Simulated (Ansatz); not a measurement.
RhH, multiplicity 3 (lowest of 2S+1 = 1, 3, 5 at CCSD(T)/def2-TZVPP on PBE0 minima; our sources give no spin for the ground state, which may be another), most abundant isotopes (102.9055 and 1.0078 u). Constants from fifth-degree fits in 1/R to seven points on the lowest solution found; no spin–orbit coupling, no relativity up to Kr; ω_e x_e and α_e move by some per cent with the fit.

Correlated levels freeze the inner cores; with def2 sets outer-core shells near the valence are correlated too. CBS(a, b) extrapolates the correlation energy as X⁻³ and adds the Hartree–Fock energy of set b.

Codes used: Ansatz (Gaussian orbitals). Values without a source in brackets are computed. In def2 rows elements past Kr take small-core potentials, without spin–orbit coupling.

```
level                                r_e (Å)  ω_e (cm⁻¹)  ω_e x_e (cm⁻¹)  α_e (cm⁻¹)
-----------------------------------  -------  ----------  --------------  ----------
PBE/def2-TZVPP                        1.5474      2043.7            37.8       0.213
CCSD(T)/CBS(def2-TZVPP, def2-QZVPP)   1.5389      2014.0            37.2       0.220
```

Q: Predict ω_e, ω_e x_e, B_e and the fall in zero-point energy on putting deuterium (2.014102 u) for H, at CCSD(T)/CBS(def2-TZVPP, def2-QZVPP).

A: 
The curve stays; ρ = √(μ_H/μ_D) = √(0.99805/1.97544) = 0.71080. ω_e scales with ρ: 1432 cm⁻¹; ω_e x_e and B_e with ρ²: 18.8 and 3.604 cm⁻¹. The zero-point energy falls by 287 cm⁻¹, by which D₀ of the deuteride is larger.

Ansatz is a program for electronic structure.
